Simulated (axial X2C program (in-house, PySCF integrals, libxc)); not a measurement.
**Bond lengths and stretching modes, held linear, of CuCN**

Calculated with an in-house all-electron X2C program for linear molecules (integrals from PySCF): two-component X2C with atomic mean-field Coulomb and Gaunt terms, Gaussian nuclei, basis Cu dyall-v3z, C dyall-v3z, N dyall-av3z with contracted cores. Spin-free rows use the one-electron spin-free X2C Hamiltonian.

Masses Cu 62.930, C 12.000, N 14.003 u. States: 2c Ω = 0 (all partner blocks equally filled); spin-free M_S = 0, Λ = 0 (closed shell).

HF, spin-free: energies above the lowest point

```csv
r(Cu–C) (Å),r(C–N) (Å),E (meV)
1.7726,1.1290,167.70
1.7726,1.1580,198.32
1.7726,1.1869,331.69
1.8180,1.1290,63.65
1.8180,1.1580,94.38
1.8180,1.1869,227.85
1.8180,1.2159,447.57
1.8634,1.1290,0.00
1.8634,1.1580,30.66
1.8634,1.1869,164.05
1.9089,1.1580,0.17
1.9089,1.2159,352.70
```

Fit a quadratic surface with cubic terms in each bond: where is the minimum, and what are the two stretching wavenumbers?

At HF, spin-free: bonds 1.940 and 1.136 Å; harmonic stretches 388.2 and 2444.1 cm⁻¹; force constants 1.67, 22.2 and coupling -0.01 mdyn/Å.

The other levels and Hamiltonians give:

| Hamiltonian | level | r(Cu–C) (Å) | r(C–N) (Å) | lower stretch (cm⁻¹) | upper stretch (cm⁻¹) |
| --- | --- | --- | --- | --- | --- |
| 2c | PBE0 | 1.816 | 1.156 | 484.6 | 2280.6 |
| 2c | HF | 1.940 | 1.136 | 387.8 | 2444.1 |
| 2c | PBE | 1.795 | 1.171 | 495.4 | 2170.8 |
| 2c | MP2 | 1.789 | 1.177 | 501.6 | 2100.1 |
| spin-free | PBE0 | 1.816 | 1.156 | 485.0 | 2280.5 |
| spin-free | PBE | 1.795 | 1.171 | 495.8 | 2170.7 |
| spin-free | MP2 | 1.788 | 1.177 | 502.2 | 2100.0 |

Each state is one determinant, the lowest of a limited PBE0 search; the stretches come from a fit to these few points and carry an uncertainty of a few per cent. Other orders of the atoms were not compared. The levels spread by more than a fifth, so the stretches depend strongly on the method. MP2 freezes inner shells (threshold -2 hartree). The molecule was held linear; bending was not examined, so a bent shape may lie lower.
